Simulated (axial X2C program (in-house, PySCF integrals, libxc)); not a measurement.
**Nuclear properties of VF⁻**

Calculated with an axial X2C code built on PySCF integrals: two-component X2C with atomic mean-field Coulomb and Gaunt terms, Gaussian nuclei, basis V dyall-acv3z, F dyall-av3z with contracted cores.

R = 1.816 Å (near the PBE0 minimum at charge -1 of the determinant lowest at the starting distance; the state shown can have its own minimum elsewhere).

Input and command:
```json
{"zs": [23, 9], "q": -1, "bas": ["dyall-acv3z", "dyall-av3z"], "r0": 1.98, "levels": ["PBE0", "HF", "LDA", "r2SCAN", "PBE50"], "nst": 3}
```
```bash
python soeom.py task.json out
```

Keys: zs atomic numbers; q charge; bas basis sets; r0 starting distance in Å; levels methods; nst determinants followed.

Determinant lowest in the PBE0 search, Ω = 1/2 (⟨Sz⟩ = 1.50, ⟨Lz⟩ = -1.00 at PBE0), spin on the atoms V 1.51, F -0.01:

```tsv
level	Eeff magnitude (GV/cm)	Ws magnitude V (kHz)	A∥/gI V (MHz)	qzz V (a.u.)	A∥/gI F (MHz)	qzz F (a.u.)
PBE0	0.124	0.0786	-316	0.43	-111	0.37
LDA	0.152	0.0959	-445	0.63	-136	0.43
r2SCAN	0.151	0.0926	-63.9	0.36	-115	0.37
PBE50	0.0656	0.0367	-336	0.38	-95.9	0.33
```

Eeff is the effective electric field on the electron electric dipole moment in this Ω state and Ws the scalar–pseudoscalar constant of the nucleus named (defined with the proton number Z and per Ω); A∥ (defined per Ω) follows by multiplying with gI = μI/(I μN); qzz is the electric field gradient, eQq0 = 234.96 MHz × Q/barn × qzz. The operators were transformed with the bare-nucleus X2C matrices; with these basis sets, hyperfine constants and field gradients can be off by tens of per cent, and where levels differ in sign neither size nor sign is settled.

**Question.** With Q(51V) = -0.052 barn, gI(19F) = 5.2577 (g factors from the IAEA table of nuclear moments by Stone; Q from Pyykkö, Mol. Phys. 2018), turn the PBE0 values of the first state into constants in MHz.

**Answer.** eQq0(51V) = 234.96 × (-0.052) × (0.43) = -5.25 MHz; A∥(19F) = -111 × 5.2577 = -584 MHz.

Each state is one determinant with collinear spin, which with several unpaired electrons need not be a pure state. For an anion, determinants above electron detachment, or with a positive highest level, are held by the basis set. With several open shells hyperfine constants can be off by a factor of several. Where Eeff spreads by more than a factor of two the levels disagree and none is to be relied on. Left out as unconverged or as another state under the same occupation: HF in at least one table. At PBE50 a later determinant lies lower. States lie within half an eV, so the first need not be the ground state. Further determinants of the search, some of them spin-mixed, are not shown. Where a field gradient or hyperfine factor spreads by more than a factor of two over the levels, a constant derived from it is not to be relied on.
